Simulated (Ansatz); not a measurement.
Reaction (ligand exchange at the Si–C bond): `O=C[SiH2]Cl` + `[SH][GeH3]` → `Cl[SiH2][S][GeH3]` + `C=O`

Calculated with Ansatz (gas phase, PBE0-D4/def2-TZVP geometries, no zero-point term in ΔE). CCSD(T)/CBS is the MP2 limit (def2-TZVPP, def2-QZVPP) plus CCSD(T) − MP2 in def2-TZVPP, frozen cores. This one scheme is used for every species. Functionals use def2-TZVPP. For Ge outer-core shells are correlated without core-valence functions, which leaves a few kJ/mol of doubt a bond. Scalar relativity is left out up to krypton. One conformer a species, not always the lowest.

| level | ΔE (kJ/mol) |
| --- | --- |
| PBE-D4 | -79.3 |
| r2SCANh | -82.8 |
| CAM-B3LYP | -72.3 |
| MP2/def2-TZVPP | -92.1 |

What does CCSD(T)/CBS give? (Best estimate.)

Computed: -86.2 kJ/mol. The listed levels differ from it by 6.9, 3.4, 13.9, -5.9 kJ/mol.

Largest T1 diagnostic among the species: 0.015.

From PBE to PBE0 (25 % exact exchange), in def2-TZVPP and without D4, ΔE moves by −6.0 kJ/mol. At CCSD(T), def2-SVP lies +10.5 kJ/mol from the extrapolated value and def2-TZVPP +3.2 kJ/mol. Leaving LDA and LC-ωPBE aside and taking each functional with its dispersion term where it has one, the values, not all of them listed here, spread over 13.1 kJ/mol, from PBE-QIDH to BLYP-D4.
